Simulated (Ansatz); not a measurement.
C3H7FGe can be A, `C[C]1(F)[CH2][GeH2]1`, or B, `C[CH](C)[Ge][F]`.

Computed with Ansatz on PBE0-D4/def2-TZVP structures; ΔE is electronic, products minus reactants. CCSD(T)/CBS is the MP2 limit (def2-TZVPP, def2-QZVPP) plus CCSD(T) − MP2 in def2-TZVPP, frozen cores. Functionals use def2-TZVPP. B3LYP here is the variant with VWN-RPA as its local correlation; programs differ in this. For Ge outer-core shells are correlated without core-valence functions, which leaves a few kJ/mol of doubt a bond. Scalar relativity is left out up to krypton. Each species was taken in one conformer, which may not be the lowest.

**Question.** Which isomer does CCSD(T)/CBS put lower? Give the gap. (Estimate.)

**Answer.** The calculation gave: B, by 211.6 kJ/mol.

**Question.** Give E(B) − E(A) in kJ/mol with CCSD/def2-TZVPP, B3LYP-D4, BLYP-D4, PBE-D4, ωB97M-V, LDA (SPW92), MP2/def2-TZVPP. (Estimate.)

**Answer.** Ansatz gave: CCSD/def2-TZVPP -209.5, B3LYP-D4 -227.9, BLYP-D4 -233.5, PBE-D4 -203.7, ωB97M-V -217.6, LDA (SPW92) -171.9, MP2/def2-TZVPP -203.4. None reverses the order clearly.

**Question.** Does the order hold for the free energy at 298.15 K (harmonic terms from PBE0-D4)? (Best estimate.)

**Answer.** Ansatz gave: Yes: G(B) − G(A) = -202.7 kJ/mol, for one conformer each. Modes under 60 cm⁻¹, often nearly free rotors, make the harmonic entropy too high.

Largest T1 diagnostic: 0.013.

Leaving LDA and LC-ωPBE aside and taking each functional with its dispersion term where it has one, the values, not all of them listed here, spread over 36.7 kJ/mol, from BLYP-D4 to r2SCAN-D4. LDA lies +29.7 kJ/mol from PBE without D4. At CCSD(T), def2-SVP lies +3.7 kJ/mol from the extrapolated value and def2-TZVPP +7.4 kJ/mol.
